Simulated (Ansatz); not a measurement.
**Question.** Name a neutral molecule of Al, C, Si and H with size of the dipole moment (PBE/def2-TZVPP) between 0.25 and 0.55 D and LUMO energy (PBE/def2-TZVPP) between -2.90 and -2.60 eV (Ansatz, PBE0-D4/def2-TZVP geometry).

**Answer.** `[AlH2][C]1=C[SiH2]C1` (0.32 D, -2.70 eV); `C#C[SiH2][AlH2]` (0.26 D, -2.87 eV). Other molecules can fit too; these were computed, each in one conformer that needn't be the lowest.
